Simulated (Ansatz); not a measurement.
`Br[SiH](Br)Br` + H₂ → `Br[SiH2]Br` + HBr at 600 K and 1 bar (hydrogenolysis of the Si–Br bond).

Isolated molecules relaxed with PBE0-D4/def2-TZVP in Ansatz; ΔE leaves out vibrations. CCSD(T)/CBS is the MP2 limit (def2-TZVPP, def2-QZVPP) plus CCSD(T) − MP2 in def2-TZVPP, frozen cores. This one scheme is used for every species. For Br outer-core shells are correlated without core-valence functions, which leaves a few kJ/mol of doubt a bond. Scalar relativity is left out up to krypton.

```
        species  CCSD(T)/CBS energy (Eh)  H − E (kJ/mol)  S (J/(mol·K))
`Br[SiH](Br)Br`              -8009.77760            77.9          411.7
             H₂                 -1.17544            43.9          150.8
   `Br[SiH2]Br`              -5437.00625            88.5          363.4
            HBr              -2573.91920            33.5          219.1
```

H − E and S are ideal-gas, rigid-rotor, harmonic terms from PBE0-D4/def2-TZVP. The MP2-based limit puts H₂ 0.8 mEh under its directly extrapolated value; such offsets cancel only in part. 1 Eh = 2625.50 kJ/mol, R = 8.31446 J/(mol·K).

Question: By hand: ΔE, ΔH, ΔS and ΔG.

Answer: ΔE = (-5437.00625) + (-2573.91920) − (-8009.77760) − (-1.17544) = 0.02759 Eh = 72.4 kJ/mol. Δ(H − E) = 88.5 + 33.5 − 77.9 − 43.9 = 0.2, so ΔH = 72.6 kJ/mol. ΔS = 363.4 + 219.1 − 411.7 − 150.8 = 20.0 J/(mol·K). ΔG = 72.6 − 600 × (20.0)/1000 = 60.6 kJ/mol.

Question: By hand: the equilibrium constant, and the temperature at which ΔG would vanish if ΔH and ΔS stayed fixed.

Answer: log₁₀ K = −ΔG/(RT ln 10) = -5.3. ΔG = 0 at ΔH/ΔS = 3630 K, far beyond where these terms or the molecules hold.

ΔH outweighs TΔS. A doubt of 5 kJ/mol in ΔE shifts log₁₀ K by 0.4 here. These are equilibria of isolated gas molecules and say nothing of rates. Largest T1 diagnostic: 0.007 (customary marks: 0.02 for closed shells, 0.045 for open ones).
